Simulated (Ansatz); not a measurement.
`C[SiH2]C1C=N1` + H₂ → `[SiH3]C1C=N1` + CH₄ at 700 K and 1 bar (hydrogenolysis of the Si–C bond).

Gas-phase electronic energies from Ansatz, PBE0-D4/def2-TZVP geometries. CBS: MP2 limit from def2 TZ/QZ plus the TZ coupled-cluster correction, frozen cores. This one scheme is used for every species. Each species was taken in one conformer, which may not be the lowest.

| species | CCSD(T)/CBS energy (Eh) | H − E (kJ/mol) | S (J/(mol·K)) |
| --- | --- | --- | --- |
| `C[SiH2]C1C=N1` | -462.07352 | 316.0 | 468.8 |
| H₂ | -1.17544 | 46.8 | 155.3 |
| `[SiH3]C1C=N1` | -422.79559 | 220.9 | 400.4 |
| CH₄ | -40.46206 | 145.9 | 224.0 |

H − E and S are ideal-gas, rigid-rotor, harmonic terms from PBE0-D4/def2-TZVP, for one conformer and one mirror image of each species. For small species the MP2-based limit differs from directly extrapolated CCSD(T) by up to some mEh (0.8 for H₂); such offsets cancel only in part. 1 Eh = 2625.50 kJ/mol, R = 8.31446 J/(mol·K).

Task: By hand: ΔE, ΔH, ΔS and ΔG.

Result: ΔE = (-422.79559) + (-40.46206) − (-462.07352) − (-1.17544) = -0.00869 Eh = -22.8 kJ/mol. Δ(H − E) = 220.9 + 145.9 − 316.0 − 46.8 = 4.0, so ΔH = -18.8 kJ/mol. ΔS = 400.4 + 224.0 − 468.8 − 155.3 = 0.3 J/(mol·K). ΔG = -18.8 − 700 × (0.3)/1000 = -19.0 kJ/mol.

Task: By hand: the equilibrium constant, and the temperature at which ΔG would vanish if ΔH and ΔS stayed fixed.

Result: log₁₀ K = −ΔG/(RT ln 10) = 1.4. ΔH and −TΔS have one sign here, so there is no such temperature.

The number of gas molecules stays the same, so ΔS is small and ΔH decides. A doubt of 5 kJ/mol in ΔE shifts log₁₀ K by 0.4 here. Other conformers and mirror images would add mixing entropy, several J/(mol·K) or more a flexible species. Modes under 60 cm⁻¹, often nearly free rotors, make the harmonic entropy too high. These are equilibria of isolated gas molecules and say nothing of rates. Largest T1 diagnostic: 0.012 (customary marks: 0.02 for closed shells, 0.045 for open ones).

ΔS is within the doubt of such terms, so its sign, and with it that verdict, could turn.
